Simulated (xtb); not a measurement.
HN2 (SMILES N#[NH+]), charge +1, singlet, from a rough starting geometry; GFN2-xTB (xtb).

The xtb input:
```
$ xtb mol.xyz --gfn 2 --chrg 1 --opt vtight --json

# file mol.xyz
3

N      1.10946477     0.05239165     0.04325236
N      0.01545189     0.01449204     0.02539832
H     -1.06641898    -0.07926643     0.05127861
```

What the program printed (banner, timings and long lists left out):

```
   ID    Z sym.   atoms
    1    7 N      1, 2
    2    1 H      3

           -------------------------------------------------
          |                Calculation Setup                |
           -------------------------------------------------

           -------------------------------------------------
          |                 G F N 2 - x T B                 |
           -------------------------------------------------

          ...................................................
          :                      SETUP                      :
          :.................................................:
          :  # basis functions                   9          :
          :  # atomic orbitals                   9          :
          :  # shells                            5          :
          :  # electrons                        10          :
          :  max. iterations                   250          :
          :  Hamiltonian                  GFN2-xTB          :
          :  restarted?                      false          :
          :  GBSA solvation                  false          :
          :  PC potential                    false          :
          :  electronic temp.          300.0000000     K    :
          :  accuracy                    1.0000000          :
          :  -> integral cutoff          0.2500000E+02      :
          :  -> integral neglect         0.1000000E-07      :
          :  -> SCF convergence          0.1000000E-05 Eh   :
          :  -> wf. convergence          0.1000000E-03 e    :
          :  Broyden damping             0.4000000          :
          :  net charge                          1          :
          :  unpaired electrons                  0          :
          ...................................................

 iter      E             dE          RMSdq      gap      omega  full diag
   1     -5.8182010 -0.581820E+01  0.983E+00    6.41       0.0  T
   2     -5.8354351 -0.172341E-01  0.562E+00    5.47       1.0  T
   3     -5.8363035 -0.868474E-03  0.239E+00    5.32       1.0  T
   4     -5.8407603 -0.445676E-02  0.419E-01    4.95       1.0  T
   5     -5.8407928 -0.325426E-04  0.107E-01    4.99       1.0  T
   6     -5.8408029 -0.100548E-04  0.451E-02    4.98       1.3  T
   7     -5.8408064 -0.345598E-05  0.323E-03    4.98      17.9  T
   8     -5.8408064 -0.729555E-08  0.387E-04    4.98     149.3  T
   9     -5.8408064 -0.502887E-11  0.342E-05    4.98    1690.4  T

[...]
         :: total energy              -5.742280051117 Eh    ::
 * total energy  :    -5.7422801 Eh     change       -0.2557954E-12 Eh
 * total energy  :    -5.7443230 Eh     change       -0.2042909E-02 Eh
 * total energy  :    -5.7446370 Eh     change       -0.3140695E-03 Eh
 * total energy  :    -5.7446603 Eh     change       -0.2326046E-04 Eh
 * total energy  :    -5.7446966 Eh     change       -0.3627036E-04 Eh
 * total energy  :    -5.7447043 Eh     change       -0.7705903E-05 Eh
 * total energy  :    -5.7447054 Eh     change       -0.1098835E-05 Eh
 * total energy  :    -5.7447054 Eh     change       -0.7448181E-08 Eh
   *** GEOMETRY OPTIMIZATION CONVERGED AFTER 8 ITERATIONS ***
         :: total energy              -5.744705372438 Eh    ::
[...]
         4        2.0000           -0.9263386             -25.2070
         5        2.0000           -0.8213503             -22.3501 (HOMO)
         6                         -0.6318683             -17.1940 (LUMO)
         7                         -0.6318683             -17.1940
         8                         -0.3057379              -8.3196
         9                          0.7182475              19.5445
      -------------------------------------------------------------
                  HL-Gap            0.1894820 Eh            5.1561 eV
             Fermi-level           -0.7266093 Eh          -19.7720 eV

     #   Z          covCN         q      C6AA      α(0)
     1   7 N        0.981     0.358    15.494     5.663
     2   7 N        1.840     0.267    17.514     6.202
     3   1 H        0.859     0.376     0.526     1.136

 Mol. C6AA /au·bohr⁶  :         78.171309
 Mol. C8AA /au·bohr⁸  :       1652.242662
 Mol. α(0) /au        :         13.000868

Wiberg/Mayer (AO) data.
largest (>0.10) Wiberg bond orders for each atom

 ---------------------------------------------------------------------------
     #   Z sym  total        # sym  WBO       # sym  WBO       # sym  WBO
 ---------------------------------------------------------------------------
     1   7 N    3.018 --     2 N    2.967
     2   7 N    3.774 --     1 N    2.967     3 H    0.807
     3   1 H    0.859 --     2 N    0.807
 ---------------------------------------------------------------------------

Topologies differ in total number of bonds
Writing topology from bond orders to xtbtopo.mol

molecular dipole:
                 x           y           z       tot (Debye)
 q only:        0.004      -0.010       0.076
   full:       -0.359      -0.032       0.077       0.936
molecular quadrupole (traceless):
                xx          xy          yy          xz          yz          zz
 q only:        2.897       0.263      -1.445      -0.015      -0.002      -1.452
  q+dip:        3.447       0.318      -1.718      -0.059      -0.005      -1.729
   full:        1.782       0.167      -0.890      -0.050      -0.004      -0.892

optimized geometry written to: xtbopt.xyz

           -------------------------------------------------
          | TOTAL ENERGY               -5.744705372438 Eh   |
          | GRADIENT NORM               0.000092706595 Eh/α |
          | HOMO-LUMO GAP               5.156068554214 eV   |
           -------------------------------------------------
```
